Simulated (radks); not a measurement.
Isoelectronic series with 49 electrons, all held in the configuration [Kr] 4d10 5s2 5p1, which need not be the ground one along the series. Method: Dirac Kohn-Sham, PBE, spin-unpolarised, spherical densities, point nucleus; open shells are shared between the two j in proportion to 2j + 1; computed with a radial shooting solver on a logarithmic mesh with Libxc functionals. Total energies (hartree) and mean radii <r> (bohr):

[
 {"ion": "In", "E (hartree)": "-5883.21451", "5p3/2": "3.806", "5p1/2": "3.616"},
 {"ion": "Sn+", "E (hartree)": "-6178.74853", "5p3/2": "2.939", "5p1/2": "2.832"},
 {"ion": "Sb2+", "E (hartree)": "-6482.60316", "5p3/2": "2.524", "5p1/2": "2.441"},
 {"ion": "Te3+", "E (hartree)": "-6794.79559", "5p3/2": "2.253", "5p1/2": "2.183"},
 {"ion": "I4+", "E (hartree)": "-7115.35509", "5p3/2": "2.053", "5p1/2": "1.991"},
 {"ion": "Xe5+", "E (hartree)": "-7444.31809", "5p3/2": "1.896", "5p1/2": "1.839"},
 {"ion": "Cs6+", "E (hartree)": "-7781.7262", "5p3/2": "1.768", "5p1/2": "1.715"},
 {"ion": "Ba7+", "E (hartree)": "-8127.6254", "5p3/2": "1.659", "5p1/2": "1.610"},
 {"ion": "La8+", "E (hartree)": "-8482.0650", "5p3/2": "1.566", "5p1/2": "1.519"},
 {"ion": "Ce9+", "E (hartree)": "-8845.0979", "5p3/2": "1.485", "5p1/2": "1.440"},
 {"ion": "Pr10+", "E (hartree)": "-9216.7797", "5p3/2": "1.414", "5p1/2": "1.370"},
 {"ion": "Nd11+", "E (hartree)": "-9597.1694", "5p3/2": "1.350", "5p1/2": "1.307"},
 {"ion": "Pm12+", "E (hartree)": "-9986.3286", "5p3/2": "1.292", "5p1/2": "1.251"},
 {"ion": "Sm13+", "E (hartree)": "-10384.3219", "5p3/2": "1.240", "5p1/2": "1.200"},
 {"ion": "Eu14+", "E (hartree)": "-10791.2166", "5p3/2": "1.192", "5p1/2": "1.153"},
 {"ion": "Gd15+", "E (hartree)": "-11207.0831", "5p3/2": "1.148", "5p1/2": "1.110"}
]
